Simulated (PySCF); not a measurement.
## Si(2+): ionisation energy

Si(2+) [Ne] 3s2 (1S) → Si(3+) [Ne] 3s1 (2S), as a difference of total energies. Computed with PySCF 2.14 in aug-cc-pCVTZ-DK, with scalar relativity by spin-free X2C-1e. Correlated levels: nothing frozen. The calculations carry no spin-orbit coupling.

| method | ionisation energy (eV) | error (eV) |
| --- | --- | --- |
| UHF | 32.021 | -1.472 |
| MP2 (all electrons) | 33.138 | -0.355 |
| SCS-MP2 (all electrons) | 33.258 | -0.235 |
| CCSD (all electrons) | 33.363 | -0.130 |
| CCSD(T) (all electrons) | 33.404 | -0.089 |

Reference: 33.493 eV (measured; NIST Atomic Spectra Database, ionization energies).

Errors of the correlated levels include the incompleteness of this basis.
